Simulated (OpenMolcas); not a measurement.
5s² 5p along the 49-electron sequence

```yaml
Program: OpenMolcas 26.06
Method: MS-CASPT2, IPEA 0.25 Eh, imaginary shift 0.1 Eh
Basis: ANO-R2
Scalar_Hamiltonian: X2C, finite nucleus
Spin-orbit_coupling: RASSI with atomic mean-field integrals over the reference wave functions, term energies averaged over their components
```

Active space for each ion: 3 electrons in 8 orbitals (5s 5p 6s 6p); closed shells correlated by CASPT2: 4d.

Computed levels in cm-1 above ²P°_1/2:

```
                                Level  Te3+    I4+   Xe5+
                              ²P°_3/2  7870  10600  13730
weight of ²P° in the lowest level (%)   100    100    100
```

Measured, with the error of the calculation in %. Measured levels: Te3+ from Moore, Atomic Energy Levels, vol. III, NSRDS-NBS 35 (1971 reprint of NBS Circular 467, 1958); Xe5+ from Saloman, J. Phys. Chem. Ref. Data 33, 765 (2004).

| Level | Te3+ | Xe5+ |
| --- | --- | --- |
| ²P°_3/2 | 9223 (-14.7) | 15599 (-12.0) |

The fine-structure level ²P°_3/2 changes by a factor of 1.74 from Te3+ to Xe5+. Its fourth root runs 9.42, 10.15, 10.82, with steps per unit of Z of 0.73, 0.68; equal steps would mean a (Z - σ)^4 law with constant σ.

Over all roots computed the reference weight is 0.85 to 0.94 in Te3+, 0.86 to 0.95 in I4+, 0.86 to 0.95 in Xe5+; the roots of lowest weight are the least certain, and an intruder state may touch them. Active for correlation alone: 6p 6s; no level in the range computed is led by a configuration that fills them, so any true level of that kind is missing. Computed and measured levels are paired by configuration, term and J; levels that our copy of the source lacks, or whose pairing is in doubt (as where it misses far off the trend of its configuration), stay unpaired and out of the deviations. Levels of configurations outside the active space are missing.

° marks odd parity.
